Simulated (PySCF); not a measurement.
Basis and Hamiltonian dependence of the ionisation energy of Se⁺

Se⁺ [Ar] 3d10 4s2 4p3 (4S) → Se²⁺ [Ar] 3d10 4s2 4p2 (3P). All values are computed (PySCF 2.14, energy differences of UHF-based or UKS calculations, no spin-orbit coupling). Values in eV.

```json
{"basis": "cc-pVDZ-PP with ECP10MDF", "Hamiltonian": "ECP", "functions": "23", "UHF": "20.842", "LDA": "n/a", "PBE0": "21.352", "MP2 (valence)": "21.198", "CCSD(T) (valence)": "21.151", "CCSD(T) (valence and next inner shell)": "n/a"}
{"basis": "6-31G*", "Hamiltonian": "non-relativistic", "functions": "32", "UHF": "20.889", "LDA": "n/a", "PBE0": "n/a", "MP2 (valence)": "21.221", "CCSD(T) (valence)": "21.163", "CCSD(T) (valence and next inner shell)": "n/a"}
{"basis": "x2c-SVPall", "Hamiltonian": "spin-free X2C", "functions": "32", "UHF": "20.883", "LDA": "n/a", "PBE0": "21.441", "MP2 (valence)": "21.245", "CCSD(T) (valence)": "21.197", "CCSD(T) (valence and next inner shell)": "n/a"}
{"basis": "aug-cc-pVDZ-PP with ECP10MDF", "Hamiltonian": "ECP", "functions": "32", "UHF": "20.832", "LDA": "21.391", "PBE0": "21.345", "MP2 (valence)": "21.201", "CCSD(T) (valence)": "21.161", "CCSD(T) (valence and next inner shell)": "n/a"}
{"basis": "ANO-RCC-VTZP", "Hamiltonian": "spin-free X2C", "functions": "43", "UHF": "20.856", "LDA": "21.474", "PBE0": "21.406", "MP2 (valence)": "21.355", "CCSD(T) (valence)": "21.349", "CCSD(T) (valence and next inner shell)": "21.404"}
{"basis": "aug-cc-pwCVDZ-PP with ECP10MDF", "Hamiltonian": "ECP", "functions": "48", "UHF": "20.830", "LDA": "21.383", "PBE0": "21.335", "MP2 (valence)": "21.227", "CCSD(T) (valence)": "n/a", "CCSD(T) (valence and next inner shell)": "21.241"}
{"basis": "x2c-TZVPPall", "Hamiltonian": "spin-free X2C", "functions": "48", "UHF": "20.850", "LDA": "21.478", "PBE0": "21.409", "MP2 (valence)": "21.352", "CCSD(T) (valence)": "21.347", "CCSD(T) (valence and next inner shell)": "21.390"}
{"basis": "aug-cc-pVTZ-PP with ECP10MDF", "Hamiltonian": "ECP", "functions": "55", "UHF": "20.842", "LDA": "21.392", "PBE0": "21.349", "MP2 (valence)": "21.352", "CCSD(T) (valence)": "21.345", "CCSD(T) (valence and next inner shell)": "n/a"}
{"basis": "x2c-TZVPPall with one added diffuse shell each of s, p, d type", "Hamiltonian": "spin-free X2C", "functions": "57", "UHF": "20.840", "LDA": "21.470", "PBE0": "21.401", "MP2 (valence)": "21.342", "CCSD(T) (valence)": "21.336", "CCSD(T) (valence and next inner shell)": "21.380"}
{"basis": "def2-TZVPPD", "Hamiltonian": "non-relativistic", "functions": "57", "UHF": "20.836", "LDA": "21.467", "PBE0": "21.400", "MP2 (valence)": "21.340", "CCSD(T) (valence)": "21.329", "CCSD(T) (valence and next inner shell)": "21.368"}
{"basis": "aug-cc-pVQZ-PP with ECP10MDF", "Hamiltonian": "ECP", "functions": "89", "UHF": "20.839", "LDA": "21.394", "PBE0": "21.346", "MP2 (valence)": "21.388", "CCSD(T) (valence)": "21.379", "CCSD(T) (valence and next inner shell)": "n/a"}
{"basis": "dyall-av2z", "Hamiltonian": "non-relativistic", "functions": "92", "UHF": "20.820", "LDA": "21.457", "PBE0": "21.374", "MP2 (valence)": "21.211", "CCSD(T) (valence)": "21.162", "CCSD(T) (valence and next inner shell)": "n/a"}
{"basis": "x2c-QZVPPall", "Hamiltonian": "spin-free X2C", "functions": "97", "UHF": "20.837", "LDA": "21.467", "PBE0": "21.393", "MP2 (valence)": "21.380", "CCSD(T) (valence)": "21.373", "CCSD(T) (valence and next inner shell)": "n/a"}
{"basis": "x2c-QZVPPall with one added diffuse shell each of s, p, d, f type", "Hamiltonian": "spin-free X2C", "functions": "113", "UHF": "20.838", "LDA": "21.468", "PBE0": "21.394", "MP2 (valence)": "21.381", "CCSD(T) (valence)": "n/a", "CCSD(T) (valence and next inner shell)": "n/a"}
```

Extrapolation of CCSD(T) (valence) from aug-cc-pVTZ-PP with ECP10MDF and aug-cc-pVQZ-PP with ECP10MDF: the correlation parts are 0.503 and 0.540 eV; with the X⁻³ form and unrounded values, (4³ × 0.540 − 3³ × 0.503)/(4³ − 3³) = 0.568 eV, and adding the Hartree-Fock value 20.839 eV of the larger basis gives 21.407 eV.

Frozen in the all-electron rows: valence: [Ar] 3d10; valence and next inner shell: [Ne]; with a core potential, the same shells as far as they lie outside it.

Non-relativistic rows lack the scalar-relativistic shift.

Between the lowest levels the reference is 21.196 ± 0.01 eV (measured; NIST Atomic Spectra Database, ionization energies); it includes spin-orbit coupling, which these numbers lack.
